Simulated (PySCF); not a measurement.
**Two-dimensional NMR puzzle**

Compound of formula C$_{7}$H$_{6}$N$_{2}$. Correlations simulated from computed shifts and couplings:

HSQC (one-bond C–H):
```tsv
δH	δC	1J(C,H) (Hz)
7.68	125.6	199
7.59	115.5	168
7.23	103.3	169
7.12	120.0	166
7.02	116.1	168
```

COSY cross peaks (|J| ≥ 2 Hz):
```tsv
δH	δH	abs. J (Hz)	bonds
7.59	7.02	9.0	3
7.23	7.12	9.3	3
7.12	7.02	7.8	3
```

HMBC (two and three bonds, |J| ≥ 2.5 Hz):
```tsv
δH	δC [abs. J in Hz]
7.68	131.9 [3.8], 118.0 [12.8]
7.59	131.9 [7.5], 125.6 [3.1], 120.0 [8.3], 118.0 [2.9]
7.23	118.0 [5.0], 116.1 [7.6]
7.12	131.9 [10.3], 115.5 [8.7]
7.02	120.0 [2.8], 118.0 [8.9], 103.3 [8.6]
```

Carbons without hydrogens: δ 131.9, 118.0.

- KT2/pcSseg-1 with gauge-including orbitals
- couplings computed with B3LYP/pcJ-1 (without the spin–dipole term)
- geometry from PBE0-D3(BJ)/def2-SVP
- program: PySCF 2.14
- isolated molecule, single conformer, non-relativistic

δ = σ(ref) − σ, references computed at the same level: 1H, 13C vs TMS.

Exchangeable hydrogens are left out of these lists, and C,H couplings along chains are those of one rotamer, so weak HMBC peaks may be missing or extra.

Which molecule is this?

Answers

`c1ccc2[nH]ncc2c1`.

Atoms are numbered as in `[cH:1]1[cH:2][cH:3][c:4]2[nH:5][n:6][cH:7][c:8]2[cH:9]1`. Each H is labelled by its parent atom.

δC 131.9 is C4, a ring-fusion aromatic carbon. δC 125.6 is C7, an aromatic CH next to a ring nitrogen (δH 7.68). δC 120.0 is C2, an aromatic CH (δH 7.12). δC 118.0 is C8, a ring-fusion aromatic carbon. δC 116.1 is C1, an aromatic CH (δH 7.02). δC 115.5 is C9, an aromatic CH (δH 7.59). δC 103.3 is C3, an aromatic CH (δH 7.23). HMBC from δH 7.68 reaches the proton-free carbons C4, C8. HMBC from δH 7.59 reaches the proton-free carbons C4, C8. HMBC from δH 7.23 reaches the proton-free carbon C8. HMBC from δH 7.12 reaches the proton-free carbon C4. COSY links 7.59–7.02, 7.23–7.12, 7.12–7.02.

This is the structure that produced the data.

The OH or NH signal is concentration- and solvent-dependent in practice; the value given is the gas-phase one. Unscaled 3J(H,H) at this level run about 10 % above measured values. Shifts are as computed. Against solution values, carbons near 30 ppm lie about +2 ppm off and those near 130 ppm about -5 ppm. Of 1211 compounds with measured shifts, 218 miss one by over three times the rms of a fit or turn the order of signals round; such compounds aren't used in these exercises.
